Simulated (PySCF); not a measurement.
Unrelated species, one level of theory. Computed, not measured: PySCF, TDDFT B3LYP/def2-SVPD, vertical, gas phase, core orbitals frozen in the response. Geometries: PBE0-D3(BJ)/def2-SVP; one conformer of each isolated species. Triplets are in the Tamm–Dancoff approximation. Relativistic effects are left out although some hold elements past zinc.

Question: Rank by computed lowest singlet excitation energy, highest first.
A. `[Cl][Ge]([Cl])([F])[Cl]`
B. `BrC1=CC=CC=N1`
C. `[Se]1[C@H](O[SiH3])CC1`
D. `C=Cc1cc(F)oc(=O)c1`
E. `Cc1ccc(C)cc1`

Answer: A (5.72 eV), E (5.15 eV), B (4.95 eV), D (3.99 eV), C (3.77 eV).

```
                 SMILES  S1 (eV)  HOMO (eV)  gap (eV)  T1 (eV)  LUMO (eV)  α (au)    S1 mainly
[F][Ge]([Cl])([Cl])[Cl]     5.72      -9.62      6.85     5.33      -2.77    69.5   H→L (100%)
           Cc1ccc(C)cc1     5.15      -6.45      6.06     4.01      -0.39    95.6    H→L (66%)
             Brc1ccccn1     4.95      -7.22      5.76     4.09      -1.46    86.6  H-1→L (96%)
     C=Cc1cc(F)oc(=O)c1     3.99      -6.92      4.32        –      -2.60    97.0    H→L (93%)
  [SiH3]O[C@@H]1CC[Se]1     3.77      -6.00      5.00        –      -1.00    95.0    H→L (98%)
```

H and L stand for HOMO and LUMO; a dash means that no computed state gives the value.

- `[F][Ge]([Cl])([Cl])[Cl]`: Löwdin shares by element: HOMO chlorine 100%; LUMO chlorine 67%, germanium 23%.
- `Cc1ccc(C)cc1`: Löwdin shares by element: HOMO carbon 62% or more (atoms not listed hold the other 38%); LUMO carbon 69% or more (atoms not listed hold the other 31%).
- `Brc1ccccn1`: Löwdin shares by element: HOMO bromine 41%, carbon 39% or more (atoms not listed hold the other 20%); LUMO carbon 51% or more, nitrogen 22% (atoms not listed hold the other 27%).
- `C=Cc1cc(F)oc(=O)c1`: Löwdin shares by element: HOMO carbon 51% or more, oxygen 17% or more (atoms not listed hold the other 32%); LUMO carbon 61% or more (atoms not listed hold the other 39%).
- `[SiH3]O[C@@H]1CC[Se]1`: Löwdin shares by element: HOMO selenium 75%, carbon 16% or more; LUMO selenium 48%, carbon 27% or more, silicon 6% (atoms not listed hold the other 19%).
